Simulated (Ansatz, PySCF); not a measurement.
Gas-phase reaction (SMILES): CCC[SiH]([SiH3])[SiH3] + 2 C (CH4) + 2 [SiH4] (SiH4) → 2 CC (C2H6) + C[SiH3] [methylsilane] + 2 [SiH3][SiH3]; bond separation energy.

Structures are relaxed separately at B3LYP-D3(BJ)/def2-TZVP in Ansatz (a quantum-chemistry and plane-wave program), one conformer each, not searched for the lowest. Valence correlation only, unless marked. No spin-orbit coupling. No relativistic terms. Basis-set limits of correlation are two-point, X^-3; Hartree-Fock from the larger set. [CCSD(T)-MP2]/basis is that difference in the basis named. Thermal terms are rigid-rotor harmonic-oscillator values from B3LYP-D3(BJ) frequencies (PySCF) at 298.15 K and 1 atm. 1 Eh = 627.5095 kcal/mol.

```
species                 E, RI-MP2/CBS(cc-pV(T+d)Z,cc-pV(Q+d)Z)+[CCSD(T)-MP2]/cc-pV(T+d)Z (Ansatz) (Eh)  E, wB97M-V/def2-TZVPD (Ansatz) (Eh)  H - E (Eh)  G - E (Eh)
----------------------  ------------------------------------------------------------------------------  -----------------------------------  ----------  ----------
CCC[SiH]([SiH3])[SiH3]                                                                      -989.81221                           -991.12296     0.16541     0.11363
C (CH4)                                                                                      -40.46125                            -40.49098     0.04840     0.02728
CC (C2H6)                                                                                    -79.71807                            -79.79204     0.07887     0.05302
C[SiH3]                                                                                     -330.73641                           -331.16515     0.06602     0.03705
[SiH3][SiH3]                                                                                -581.73935                           -582.52104     0.05489     0.02381
[SiH4] (SiH4)                                                                               -291.46100                           -291.84546     0.03520     0.01198
```

### Question
Work out ΔE and ΔH, ΔG, ΔS and the equilibrium constant at 298.15 K at the first level, then ΔH at the second.

### Answer

1. ΔE = [2×(-79.71807) + (-330.73641) + 2×(-581.73935)] - [(-989.81221) + 2×(-40.46125) + 2×(-291.46100)] = 0.00546 Eh = 3.4 kcal/mol at RI-MP2/CBS(cc-pV(T+d)Z,cc-pV(Q+d)Z)+[CCSD(T)-MP2]/cc-pV(T+d)Z.
2. The terms H - E add up to 0.00093 Eh, so ΔH = (0.00546 + (0.00093))×627.5095 = 4.0 kcal/mol.
3. The terms G - E add up to -0.00144 Eh, so ΔG = 2.5 kcal/mol, and ΔS = (0.00093 - (-0.00144))×627509.5/298.15 = 5.0 cal/(mol K).
4. log10 K = -ΔG/(RT ln 10) = -1.8, with RT ln 10 = 1.3642 kcal/mol.
5. At wB97M-V/def2-TZVPD the same steps give ΔE = 2.8 and ΔH = 3.4 kcal/mol, a shift of -0.6 from the first level.
6. These values are not checked against measurement here, since the tables used lack a sound gas-phase enthalpy of formation for at least one species.
